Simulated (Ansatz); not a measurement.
## What each rung costs, and what it gives

Saddle point of SiH$_{5}$O$_{2}$F, closed shell (SiH₃OF ([OH][SiH2][F]) + H₂O → SiH₄O₂ ([OH][SiH2][OH]) + HF; bonds formed: Si1–O7, F2–H6; bonds broken: Si1–F2, H6–O7), PBE0-D4/def2-TZVP structure:

```
atom    x (Å)    y (Å)    z (Å)
 Si1  -0.4203  -0.2286   0.3086
  F2   0.9051  -1.6688   0.3056
  H3  -1.2923  -1.1617  -0.4294
  H4  -0.2153  -0.2024   1.7652
  O5  -1.2037   1.2398   0.1759
  H6   1.4319  -0.7049  -0.3346
  O7   1.0213   0.2497  -0.6995
  H8  -1.6801   1.4038  -0.6393
  H9   1.4534   1.0731  -0.4525
```

Barriers are electronic and count from the start structure reached by relaxing down the imaginary mode.

Computed with Ansatz 0.2.0 (basis: as named in each row); correlated methods freeze the cores. B3LYP uses VWN-RPA correlation. Extrapolation: Hartree–Fock as exp(−7.88 √X), correlation as X^−2.97.

Times are rough, for one single point on 3 threads of a shared host (Intel Xeon).

The estimate by CCSD(T) at an estimated basis limit (MP2 extrapolated from triple and quadruple zeta, plus CCSD(T) − MP2 in triple zeta) is 1.313 eV.

```csv
method,basis,time (s),barrier (eV),method less estimate
HF,STO-3G,under 1,1.539,0.227
PBE-D4,STO-3G,under 1,-0.399,-1.712
SPW92,def2-SVP,under 1,0.317,-0.995
PBE-D4,def2-SVP,under 1,0.737,-0.575
B3LYP-D4,6-31G,under 1,0.616,-0.696
PBE0-D4,def2-SVP,under 1,0.890,-0.422
SPW92,def2-TZVPP,1,0.613,-0.699
BLYP-D4,def2-TZVPP,2,1.210,-0.103
PBE-D4,def2-TZVPP,2,1.023,-0.290
BHLYP-D4,def2-TZVPP,2,1.419,0.106
B3LYP-D4,def2-TZVPP,2,1.283,-0.030
PBE0-D4,def2-TZVPP,2,1.152,-0.160
wB97M-V,def2-SVP,3,0.899,-0.414
CAM-B3LYP-D4,def2-TZVPP,3,1.233,-0.080
CCSD(T),def2-SVP,3,1.196,-0.117
r2SCAN-D4,def2-TZVPP,3,1.121,-0.192
r2SCAN0-D4,def2-TZVPP,4,1.205,-0.107
RPA on PBE,def2-TZVPP,4,1.313,0.001
PBE-QIDH,def2-TZVPP,4,1.236,-0.077
B2PLYP,def2-TZVPP,4,1.311,-0.002
wB97X-V,def2-TZVPP,5,1.220,-0.092
B97M-V,def2-TZVPP,6,1.309,-0.003
wB97M-V,def2-TZVPP,6,1.179,-0.134
MP2,def2-QZVPP,17,1.275,-0.038
CCSD(T),def2-TZVPP,38,1.312,-0.001
```

All methods are single points on the PBE0-D4 structures; a negative value means that the method puts the saddle structure below the start.

No T1 diagnostic of these runs exceeds 0.012.

The step is the kind of ligand exchange by which a precursor binds to a hydroxyl group, or is hydrolysed, in atomic layer deposition of oxides.

Labels in which every atom is bracketed show which atoms are joined, not bond orders.
